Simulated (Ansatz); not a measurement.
Ansatz (a quantum-chemistry and plane-wave program) input (SVWN5/def2-TZVPD):

Ansatz 0.2 input:
```yaml
crystal:
  periodic: [false, false, false]
  atoms:
    - {symbol: Ge, position_ang: [3.06874668, 0.31479503, -1.08638863]}
    - {symbol: Ge, position_ang: [2.06026975, 0.91634214, 1.05031480]}
    - {symbol: Ge, position_ang: [-0.07393285, -0.24272631, 1.29763692]}
    - {symbol: Ge, position_ang: [-1.43079599, 0.05594659, -0.70815133]}
    - {symbol: Ge, position_ang: [-3.60792074, -1.02244904, -0.50406979]}
    - {symbol: H, position_ang: [4.47034708, 0.93191017, -1.24166527]}
    - {symbol: H, position_ang: [2.17856368, 0.81540303, -2.23763146]}
    - {symbol: H, position_ang: [3.18968110, -1.21578195, -1.19746594]}
    - {symbol: H, position_ang: [3.01453286, 0.56228507, 2.20929512]}
    - {symbol: H, position_ang: [1.81547401, 2.43845340, 1.08870680]}
    - {symbol: H, position_ang: [-0.84442308, 0.27281358, 2.53058214]}
    - {symbol: H, position_ang: [0.18356885, -1.74960941, 1.50405803]}
    - {symbol: H, position_ang: [-1.61601019, 1.56393039, -0.97483321]}
    - {symbol: H, position_ang: [-0.66765782, -0.53290062, -1.91253906]}
    - {symbol: H, position_ang: [-4.37477235, -0.42735911, 0.69038909]}
    - {symbol: H, position_ang: [-4.45200918, -0.82945110, -1.77720479]}
    - {symbol: H, position_ang: [-3.42103398, -2.53076298, -0.26063380]}
basis:
  gaussian:
    orbitals: def2-TZVPD
hamiltonian:
  xc: {name: SVWN5}
output: {forces: true}
```

End of the output:

```
Atom 3 at    -1.430796     0.055947    -0.708151 Å, force    -0.131500    -0.219077     0.370083 eV/Å
Atom 4 at    -3.607921    -1.022449    -0.504070 Å, force     0.361265     0.167041    -0.014390 eV/Å
Atom 5 at     4.470347     0.931910    -1.241665 Å, force    -0.000022     0.009711     0.013891 eV/Å
Atom 6 at     2.178564     0.815403    -2.237631 Å, force    -0.023084     0.005555     0.000820 eV/Å
Atom 7 at     3.189681    -1.215782    -1.197466 Å, force    -0.003111    -0.002990     0.010125 eV/Å
Atom 8 at     3.014533     0.562285     2.209295 Å, force     0.003564    -0.016839     0.008317 eV/Å
Atom 9 at     1.815474     2.438453     1.088707 Å, force    -0.007728     0.008031    -0.008152 eV/Å
Atom 10 at    -0.844423     0.272814     2.530582 Å, force    -0.003487     0.017911     0.008205 eV/Å
Atom 11 at     0.183569    -1.749609     1.504058 Å, force     0.008080    -0.012413    -0.007668 eV/Å
Atom 12 at    -1.616010     1.563930    -0.974833 Å, force    -0.009027     0.012140     0.006261 eV/Å
Atom 13 at    -0.667658    -0.532901    -1.912539 Å, force     0.017163    -0.015189    -0.013329 eV/Å
Atom 14 at    -4.374772    -0.427359     0.690389 Å, force     0.009983     0.008832     0.002369 eV/Å
Atom 15 at    -4.452009    -0.829451    -1.777205 Å, force     0.013306     0.010172    -0.009419 eV/Å
Atom 16 at    -3.421034    -2.530763    -0.260634 Å, force     0.012262     0.002608    -0.001215 eV/Å
Dipole moment:     0.002664     0.006814     0.009184 e Å
```
